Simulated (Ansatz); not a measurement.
# Molecular dynamics of H$_{4}$OSZn

input.yaml

```yaml
crystal:
  periodic: [false, false, false]
  atoms:
    - { symbol: Zn, position_ang: [0.126906, -0.467193, 0.15165] }
    - { symbol: H, position_ang: [0.311341, 0.702541, 1.408154] }
    - { symbol: O, position_ang: [0.670213, -2.030877, -0.510726] }
    - { symbol: H, position_ang: [-0.461983, 1.158037, 0.763107] }
    - { symbol: S, position_ang: [-1.476277, 1.242894, -0.554113] }
    - { symbol: H, position_ang: [1.344633, -2.467071, 0.01909] }
    - { symbol: H, position_ang: [-0.514733, 1.861469, -1.277161] }
basis:
  gaussian: { orbitals: def2-SVP }
hamiltonian:
  xc: pbe0
  dispersion: d4
md:
  timestep: 0.5
  n_steps: 200
  ensemble: nve
  temperature: 300.0
  initial_velocities: maxwell_boltzmann
  seed: 10417
```

Launched with:

```bash
$ ansatz run input.yaml --threads 2 --pin off --max-ram 3072MiB --backend cpu --events-out ev --progress --plain --runs-dir out
```

It starts at the highest image of a converged band. Of that band: Neighbouring images differ by up to 1.3 eV, so the band resolves the path poorly. A vibrational analysis at the climbing image gives one clearly imaginary mode, 1081i cm⁻¹: a first-order saddle point.

Output, in part (step lines, the closing report, with atoms numbered from 0):

```
md step     0: t =     0.00 fs  T =   300.0 K  F+E_penalty+E_count = -61341.80723478 eV  E_kin = 0.193890 eV  conserved = -61341.61334478 eV  (27 SCF iters)
[... lines left out ...]
Total energy: -61342.31883224 eV, -2254.2886377676 hartree
Atom 0 at     0.421768    -0.733058     0.525197 Å, force     0.427585     0.467862     0.249919 eV/Å
Atom 1 at     0.847345     0.168881     1.810162 Å, force    -0.453149    -0.625792    -0.804807 eV/Å
Atom 2 at     0.349662    -1.579739    -1.058281 Å, force    -0.028272     0.544964     0.377057 eV/Å
Atom 3 at    -0.618985     1.963899    -1.236029 Å, force     0.673611     0.260144    -0.236453 eV/Å
Atom 4 at    -1.841516     1.561986    -0.927961 Å, force    -0.922698    -0.157984    -0.459220 eV/Å
Atom 5 at     0.291237    -2.532539    -1.062013 Å, force    -0.037588    -0.360758     0.062889 eV/Å
Atom 6 at    -2.260990     1.589666    -2.246363 Å, force     0.340512    -0.128436     0.810617 eV/Å
Dipole moment:    -0.056258    -0.089888    -0.024664 e Å
```

The steps, from the saved trajectory:

```tsv
time (fs)	T (K)	potential energy less start (eV)	conserved less start (meV/atom)
0.0	300	0.000	0.00
3.0	245	0.036	0.04
6.0	217	0.054	0.04
9.0	262	0.025	0.05
12.0	393	-0.061	-0.05
15.0	301	0.000	0.09
18.0	477	-0.115	-0.10
21.0	476	-0.114	0.05
24.0	653	-0.228	-0.04
27.0	653	-0.228	0.02
30.0	770	-0.305	-0.09
33.0	770	-0.304	0.01
36.0	752	-0.292	0.01
39.0	805	-0.327	-0.04
42.0	905	-0.392	-0.08
45.0	822	-0.338	0.02
48.0	797	-0.321	0.05
51.0	978	-0.439	-0.11
54.0	970	-0.433	-0.02
57.0	973	-0.435	0.02
60.0	1045	-0.482	0.00
63.0	1140	-0.544	-0.11
66.0	1055	-0.488	0.07
69.0	1237	-0.606	-0.06
72.0	1204	-0.584	0.03
75.0	1307	-0.652	-0.08
78.0	1311	-0.653	0.03
81.0	1329	-0.665	-0.07
84.0	1130	-0.536	0.10
87.0	1329	-0.666	-0.14
90.0	1168	-0.560	0.08
93.0	1169	-0.562	-0.06
96.0	1079	-0.503	0.04
99.0	1146	-0.548	-0.10
```

All steps were run. The conserved energy stayed within 0.17 meV per atom of its start (net change -0.062 meV per atom), so the integration is sound. The system heated up, since it started high on the potential surface and ran downhill. A run of 0.1 ps of so small a system gives no equilibrium averages. The orbitals stay closed-shell, which can raise the energy where a bond breaks towards radicals; this wasn't checked here.

The step under study would form Zn1–S5, H2–H4 and break Zn1–H2, H4–S5. These pairs go: Zn1–S5 2.45 → 3.54 Å, H2–H4 1.11 → 3.83 Å, Zn1–H2 1.73 → 1.63 Å, H4–S5 1.66 → 1.32 Å. In the last frame they stand as before the step (other bonds may differ from the relaxed reactants and products). Also parted: Zn1–H4 1.83 → 3.39 Å. It ends as H2OZn + H2S. Pairs count as bonded within 1.25 times the sum of covalent radii (0.12 Å more for H–H).

Last frame:

```xyz
7
Properties=species:S:1:pos:R:3
Zn 0.422 -0.733 0.525
H 0.847 0.169 1.810
O 0.350 -1.580 -1.058
H -0.619 1.964 -1.236
S -1.841 1.562 -0.928
H 0.291 -2.533 -1.062
H -2.261 1.590 -2.246
```

Run time: 4 min on 2 threads of Intel(R) Xeon(R) 6975P-C (Granite Rapids), with other jobs on the host, peak memory 0.21 GiB.
